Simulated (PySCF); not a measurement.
C₄H₉NO, SMILES CO/C=C/CN. Atoms are numbered in the order given.

```xyz
15

C      2.4814    -0.1513     0.2750
O      1.6439    -1.0721    -0.3645
C      0.3194    -0.8673    -0.2807
C     -0.3353     0.1195     0.3488
C     -1.8328     0.2330     0.3269
N     -2.3683     1.3980    -0.3614
H      3.5141    -0.4799     0.1019
H      2.3514     0.8669    -0.1343
H      2.2889    -0.1164     1.3625
H     -0.2232    -1.6530    -0.8180
H      0.2140     0.9024     0.8825
H     -2.2236     0.2476     1.3594
H     -2.2584    -0.6741    -0.1361
H     -1.9708     1.4455    -1.2989
H     -2.0617     2.2492     0.1075
```

Geometry optimised at PBE0-D3(BJ)/def2-SVP. Other conformers were not sampled.

Two levels are set side by side: PBE/pcSseg-1 (PySCF) and PBE0/pcSseg-1 (PySCF). GIAO shifts against H2O (¹⁷O), NH3 (¹⁵N), TMS (¹H), TMS (¹³C) at the same level; non-relativistic, no solvent, atoms listed together averaged. Differences are taken from unrounded values.

| quantity | PBE0 | PBE | PBE minus PBE0 |
|---|---|---|---|
| δ(¹³C) of C1 (ppm) | 56.0 | 57.4 | 1.4 |
| δ(¹⁷O) of O2 (ppm) | 106.3 | 123.4 | 17.1 |
| δ(¹³C) of C3 (ppm) | 156.8 | 154.1 | -2.7 |
| δ(¹³C) of C4 (ppm) | 110.5 | 108.5 | -1.9 |
| δ(¹³C) of C5 (ppm) | 47.1 | 49.9 | 2.8 |
| δ(¹⁵N) of N6 (ppm) | 52.1 | 58.5 | 6.3 |
| δ(¹H) of H10 (ppm) | 6.76 | 6.73 | -0.03 |
| δ(¹H) of H11 (ppm) | 4.74 | 4.64 | -0.10 |

Rough cost on one machine, each run with all the roots and properties that it gave: PBE0 against PBE within a factor of 2.
